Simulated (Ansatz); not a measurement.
Species: C2H6B, SMILES `C[B]C` (charge 0, multiplicity 2).

Question: Give a relaxed geometry from PBE0-D4/def2-TZVP in Ansatz (an electronic-structure program).

Answer: the end point of this relaxation (outside a Z-matrix the atoms follow the SMILES, hydrogens last).
Bonded distances (Å): C1–B2 1.544, C1–H4 1.101, C1–H5 1.098, C1–H6 1.091, B2–C3 1.544, C3–H7 1.091, C3–H8 1.101, C3–H9 1.098. Bond angles (°): B2–C1–H4 105.1, B2–C1–H5 113.9, B2–C1–H6 115.0, H4–C1–H5 106.4, H4–C1–H6 106.1, H5–C1–H6 109.6, C1–B2–C3 129.3, B2–C3–H7 115.0, B2–C3–H8 105.1, B2–C3–H9 113.9, H7–C3–H8 106.1, H7–C3–H9 109.6, H8–C3–H9 106.5.
